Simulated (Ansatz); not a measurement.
A nudged elastic band was laid between two geometries of CH₆ClNSi₂ (11 atoms, charge 0, multiplicity 1).

The calculation used Ansatz 0.2.0, RKS PBE0/STO-3G.

- movable images: 5
- climbing image: yes
- spring: 5.0 eV/Å²
- optimiser: quadratic models (default)
- start path: through a guess of the saddle point
- force threshold: 0.5 eV/Å
- iteration limit: 60
- end points: relaxed

Image 0:

```xyz
11
Properties=species:S:1:pos:R:3
Si -1.669 0.149 1.042
N -0.384 1.259 0.449
C 0.621 0.875 -0.226
Si 1.299 -0.754 -0.912
Cl 1.821 2.233 -0.723
H -2.816 0.968 1.344
H -2.010 -0.836 0.040
H -1.178 -0.500 2.236
H 0.452 -1.831 -0.458
H 2.641 -0.935 -0.415
H 1.289 -0.685 -2.354
```

Image 6:

```xyz
11
Properties=species:S:1:pos:R:3
Si -1.793 0.605 1.262
N -0.709 -0.416 0.240
C 0.399 -0.003 -0.218
Si 1.619 -0.959 -1.291
Cl 1.043 1.751 0.118
H -2.936 -0.217 1.576
H -1.097 0.978 2.471
H -2.204 1.766 0.507
H 1.085 -2.279 -1.520
H 2.878 -1.032 -0.589
H 1.780 -0.250 -2.537
```

Task: Which bonds break or form, and what moves?

Result: No bond is made or broken. The dihedral Si1–N2–C3–Si4 goes from 0 to -180°.

Task: What energy profile does the band end with?

Result: It converged. The highest image is number 2 of 0 to 6, 3.8 kcal/mol above the first end and 11.1 kcal/mol above the last; the last end lies 7.3 kcal/mol below the first. The threshold of 0.5 eV/Å is loose, so the images may lie well off the minimum-energy path. The dihedral Si1–N2–C3–Si4 jumps by 167° between images 2 and 3, so the path isn't resolved there. The order of the stationary point at the top wasn't checked. Limits of this set-up: minimal basis.

```tsv
image	path coordinate (Å)	energy (kcal/mol)	dihedral Si1–N2–C3–Si4 (°)
0	0.00	0.0	0
1	1.34	0.0	0
2	2.68	3.8	-2
3	4.01	0.1	165
4	5.35	-5.5	170
5	6.69	-6.5	178
6	8.03	-7.3	-180
```

Task: What is the geometry of the highest image?

Result: 
```xyz
11
Properties=species:S:1:pos:R:3:forces:R:3
Si -1.821 0.236 1.293 0.03 -0.03 0.00
N -0.301 0.692 0.580 -0.08 0.19 0.13
C 0.701 0.562 -0.131 0.24 0.12 -0.13
Si 1.422 -0.765 -1.273 -0.02 -0.04 0.01
Cl 1.949 2.054 -0.226 -0.20 -0.20 0.02
H -2.837 0.955 0.559 0.01 -0.01 -0.01
H -2.045 -1.194 1.196 0.03 0.05 0.02
H -1.786 0.659 2.678 0.00 -0.09 -0.09
H 0.643 -1.976 -1.135 0.00 0.06 0.00
H 2.791 -1.003 -0.890 0.00 -0.03 0.01
H 1.351 -0.278 -2.630 -0.02 -0.01 0.03
```

Run time: 110 s on 1 CPU thread of a shared host.
